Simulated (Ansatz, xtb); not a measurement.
## Isomers of C6H10FO+ in order of energy

10 gas-phase structures of C6H10FO+, from a drawn sample of its isomers (lower ones may exist). Each was relaxed with GFN2-xTB; where two conformers were screened, the lower at r2SCAN-D4/def2-SVP//GFN2-xTB is listed:

A. `CCC[C@H](F)CC#[O+]`, a singlet
B. `CC1=CC[O+](CF)C1`, a singlet
C. `C=C(OCF)[C+](C)C`, a singlet
D. `CO/C(=C\F)[C+](C)C`, a singlet
E. `C=C[C+](CCF)OC`, a singlet
F. `C/C=C/[C+](CF)OC`, a singlet
G. `COC[C+](C)/C=C/F`, a singlet
H. `CC(C)(C)[C@H](F)C#[O+]`, a singlet
I. `CCC[C@H](C#[O+])CF`, a singlet
J. `C[C+](C)[C@@H]1C[C@@H](F)O1`, a singlet

Estimate their order in r2SCAN-D4/def2-SVP//GFN2-xTB energy at these geometries, lowest first.

Calculated order at r2SCAN-D4/def2-SVP//GFN2-xTB: F (0.0), A (2.7), E (4.1), I (4.5), B (12.7), D (12.7), H (13.5), G (14.0), C (14.9), J (17.7) kcal/mol. Less than 1 kcal/mol parts E and I; B and D; D and H; H and G; G and C, so the order within those pairs means little. CCSD(T)/def2-SVP + ΔMP2/def2-TZVPP after further relaxation puts A lowest instead.

Energies above the lowest of each column, in kcal/mol; the last columns are at r2SCAN-D4/def2-SVP geometries and were run for some of them only (a dash: not run or not comparable):

```csv
structure,GFN2-xTB,HF/STO-3G,r2SCAN-D4/def2-SVP//GFN2-xTB,r2SCAN-D4/def2-SVP,CCSD(T)/def2-SVP + ΔMP2/def2-TZVPP
F,0.0,24.3,0.0,0.0,6.9
A,11.3,27.8,2.7,1.6,0.0
E,5.8,26.6,4.1,3.7,6.3
I,12.2,27.7,4.5,3.4,0.8
B,4.1,0.0,12.7,10.4,10.5
D,13.6,44.9,12.7,12.5,–
H,22.1,36.6,13.5,–,–
G,19.7,39.7,14.0,–,–
C,15.0,53.3,14.9,–,–
J,12.7,36.8,17.7,–,–
```

CCSD(T)/def2-SVP + ΔMP2/def2-TZVPP puts A lowest of those it was run on, with I within 1 kcal/mol; GFN2-xTB picks F, HF/STO-3G picks B, r2SCAN-D4/def2-SVP//GFN2-xTB picks F, r2SCAN-D4/def2-SVP picks F. CCSD(T)/def2-SVP + ΔMP2/def2-TZVPP orders those it was run on as A (0.0), I (0.8), E (6.3), F (6.9), B (10.5) kcal/mol. Less than 1 kcal/mol parts A and I; E and F, so the order within those pairs means little. Flexible structures stand in one conformer each, not always the lowest. Frequencies (GFN2-xTB) were run for A, B, E, F, I alone. ΔMP2 is the change of the MP2 energy from the smaller to the larger basis.

Over these structures GFN2-xTB departs from r2SCAN-D4/def2-SVP//GFN2-xTB by 4.5 kcal/mol on average once a common shift is removed. A GFN2-xTB relaxation took about 0.16 s and the r2SCAN-D4/def2-SVP//GFN2-xTB energy about 2.3 s on a shared host (Ansatz 0.2.0, xtb 6.7.1).
